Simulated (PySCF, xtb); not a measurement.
TaO2Cl, SMILES [O]=[Ta](=[O])[Cl], multiplicity 1.

GFN2-xTB run with xtb at its own geometry gives an orbital gap of 1.56 eV and a dipole moment of 6.97 D.

Geometry: PBE0-D3(BJ)/def2-SVP. The multiplicity is an assumed one; other spin states were not compared. The def2 effective core potentials stand for the cores of Ta; spin–orbit coupling is left out.

Q: What does PBE/def2-TZVPD (PySCF) give? (An estimate is asked for; the answer gives what the named calculation found.)

A: gap 2.12 eV (levels -6.94 and -4.81 eV), dipole 5.24 D.
